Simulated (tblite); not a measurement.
**Question.** Give a GFN2-xTB geometry of `ClC[C@H]1CCCCCO1`.

**Answer.** 
```
atom  x, y, z in Å
Cl1    3.015    2.175   -0.141
C2     2.569    0.495    0.235
C3     1.090    0.253   -0.060
C4     0.770   -1.247    0.042
C5    -0.620   -1.594   -0.488
C6    -1.748   -0.779    0.147
C7    -1.783    0.672   -0.337
C8    -0.831    1.589    0.445
O9     0.343    0.966    0.905
H10    2.765    0.343    1.296
H11    3.206   -0.148   -0.370
H12    0.866    0.618   -1.071
H13    0.838   -1.523    1.096
H14    1.517   -1.819   -0.512
H15   -0.800   -2.655   -0.298
H16   -0.641   -1.448   -1.572
H17   -1.646   -0.798    1.233
H18   -2.697   -1.255   -0.110
H19   -2.792    1.074   -0.229
H20   -1.540    0.697   -1.402
H21   -1.314    1.939    1.362
H22   -0.579    2.466   -0.172
```

Orientation and origin are arbitrary. Atoms count from 1 in this order. O9 (cyclic ether oxygen) is bent (angle 116.2°). The 7-membered ring C3–C4–C5–C6–C7–C8–O9 has internal angles of 109.7° to 116.2°; it is puckered, 0.32 Å rms from its mean plane, widest ring torsion 99°. Of the pairs four or more bonds apart, C7···H12 is among the closest relative to their van der Waals radii: 2.75 Å, 95 % of the sum of Bondi's values.

Bonds between heavy atoms (Å): Cl1–C2 1.778, C2–C3 1.528, C3–C4 1.537, C4–C5 1.528, C5–C6 1.530, C6–C7 1.531, C7–C8 1.536, C8–O9 1.407, C3–O9 1.414.

Computed geometry: GFN2-xTB, gas phase.

Point group: C1 (no symmetry element, even within 0.4 Å). Its GFN2-xTB frequencies are all real (lowest 58 cm⁻¹). The numbers are those of one conformer (Cl1–C2–C3–C4 171°, C2–C3–C4–C5 -169°, C3–C4–C5–C6 -54°, C4–C5–C6–C7 73°, C5–C6–C7–C8 -85°). 2 starts were optimised and ended at 0.00 and 1.53 kcal/mol (GFN2-xTB); the lowest of these is shown.

Hardware: Arm Neoverse V1, one thread, no GPU, on a shared host. This is the geometry optimisation.
